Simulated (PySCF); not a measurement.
CH₃BClSi (calculated)

Computed with PySCF 2.14.0. Calculation on a computer-drawn molecule: optimised geometry and harmonic frequencies of an isolated molecule of the commonest isotopes, restricted reference for singlets and unrestricted otherwise, frozen core in MP2.

CH₃BClSi

Start structure:
```xyz
7
CH3BClSi
C     -2.1704     0.0329     1.8145
B     -1.5733    -0.3922     0.7010
Si    -0.6903    -1.1701    -0.8476
Cl    -0.8855    -0.4041    -2.6914
H     -2.0672    -0.2903     2.7955
H     -2.7975     0.9119     1.8757
H      0.1705    -2.3245    -0.7348
```

Settings of this run: charge 1, multiplicity 1, method HF and basis cc-pV(D+d)Z.

Drawn bonds:
```csv
atom,other atom,order
1,2,2
2,3,1
3,4,1
1,5,1
1,6,1
3,7,1
```

**Q.** Give the missing total energy for CH₃BClSi.
**A.** -812.4362 hartree

**Q.** Give the missing rotational constants for CH₃BClSi.
**A.** 15.16, 1.961, 1.737 GHz

Further results for CH₃BClSi:

| Quantity | Value |
| --- | --- |
| convergence status largest gradient component | 1.94e-05 hartree/bohr |

Optimised structure:
```xyz
7
CH3BClSi
C     -2.1765     0.0890     1.8284
B     -1.5472    -0.4419     0.7028
Si    -0.6742    -1.1857    -0.8314
Cl    -0.9390    -0.3631    -2.6024
H     -2.0505    -0.3417     2.8184
H     -2.8244     0.9600     1.7725
H      0.1982    -2.3531    -0.7754
```

Modes:
```csv
frequency (cm⁻¹),reduced mass (dalton)
102.8,4.374
153.5,3.482
297.8,3.136
347.7,1.116
556.4,6.47
590.5,1.257
699.3,4.416
725.2,1.814
864.5,1.259
1019,1.324
1394,1.294
1612,3.817
2452,1.044
3289,1.061
3381,1.11
```
